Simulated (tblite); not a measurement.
Input of a run (GFN2-xTB geometry optimisation, gas phase (tblite 0.8.0)), started from a force field or distance geometry:
```
{"job": {"kind": "relax", "xc": "GFN2-xTB", "basis": "xTB"}, "charge": 1, "multiplicity": 2}
C      3.156800    -0.128500    -0.290000
C      1.994400    -0.169400     0.047600
C      0.601100    -0.240100     0.489800
C     -0.239000    -1.136400    -0.419400
O     -1.591200    -1.162100     0.050000
C     -2.145500     0.147600     0.022300
F     -2.126700     0.609800    -1.253100
O     -1.444400     1.061900     0.866000
C     -0.073700     1.131300     0.508600
F     -0.004000     1.732300    -0.704500
H      4.164000    -0.082000    -0.602800
H      0.536000    -0.645300     1.507400
H     -0.207900    -0.835900    -1.454100
H      0.141300    -2.173400    -0.370300
H     -3.184900     0.100700     0.355600
H      0.416200     1.798500     1.235300
```

Output (eV, eV/Å):
```
step      E/eV     max force
  0    -895.53482    2.273
  1    -895.76288    1.149
  2    -895.77118    3.667
  3    -895.83399    0.664
  4    -895.84887    0.341
  5    -895.86321    0.237
  6    -895.87125    0.241
  7    -895.87596    0.218
  8    -895.88161    0.190
  9    -895.88540    0.154
 10    -895.88864    0.142
 11    -895.89142    0.136
 12    -895.89381    0.146
 13    -895.89538    0.114
 14    -895.89641    0.065
 15    -895.89719    0.059
 16    -895.89779    0.056
 17    -895.89818    0.038
 18    -895.89843    0.033
 19    -895.89865    0.030
 20    -895.89886    0.035
 21    -895.89904    0.034
 22    -895.89919    0.039
 23    -895.89933    0.038
 24    -895.89946    0.031
 25    -895.89957    0.030
 26    -895.89965    0.024
 27    -895.89972    0.021
 28    -895.89977    0.015
 29    -895.89980    0.014
 30    -895.89981    0.011
 31    -895.89982    0.007
```

**Question.** Summarise the run.

**Answer.** The energy falls by 0.365 eV over 31 L-BFGS steps, the largest force on an atom goes from 2.27 to 0.007 eV/Å, and the atoms move by 0.073 Å rms after alignment. Among the bonds, O8–C9 and C3–C9 change most and about equally (-0.064 to +0.065 Å). Bonds longer at the end by more than 0.005 Å: 3 of 16; shorter: 8. Among the angles that change most is C6–O8–C9, from 110.9° to 117.2°. The energy never rose by more than 1e-5 eV on the way. The first step brought 62 % of the lowering.

**Question.** What are the final bond lengths?

**Answer.** C1=C2 1.211 Å, C2–C3 1.419 Å, C3–C4 1.573 Å, C4–O5 1.388 Å, O5–C6 1.372 Å, C6–F7 1.343 Å, C6–O8 1.405 Å, O8–C9 1.354 Å, C9–F10 1.348 Å, C3–C9 1.594 Å, C1–H11 1.057 Å, C3–H12 1.096 Å, C4–H13 1.098 Å, C4–H14 1.097 Å, C6–H15 1.097 Å, C9–H16 1.104 Å. Numbering counts from 1 in the input's order; the species is `[CH+]=[C][C@@H]1CO[C@H](F)O[C@@H]1F` [radical].

The run took 0.22 s wall on one thread of an Arm Neoverse V1, no GPU, shared host.

Its GFN2-xTB frequencies are all real (lowest 80 cm⁻¹). 3 starts were optimised and ended at 0.00, 6.69 and 7.68 kcal/mol (GFN2-xTB); the lowest of these is shown.

One conformer stands for the species.

These are computed values.
